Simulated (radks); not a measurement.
Question: Valence configurations of Sr II (all share [Kr]). Method: Dirac Kohn-Sham, PBE, spin-unpolarised, spherical densities, finite nucleus; open shells are shared between the two j in proportion to 2j + 1; Fermi nuclear charge, rms radius 4.224 fm; computed with a radial shooting solver on a logarithmic mesh with Libxc functionals. Order these by energy: 4d1; 5s1; 5p1; 5s0.5 5p0.5; 4d0.5 5s0.5.

Answer: From the lowest, in eV above it: 5s1 0.000; 4d0.5 5s0.5 0.833; 5s0.5 5p0.5 1.465; 4d1 1.764; 5p1 2.935. NIST lists [Kr] 5s1 as the ground configuration; this level of theory agrees among the configurations tried. The energies are those of spherical spin-averaged densities, not of single terms.
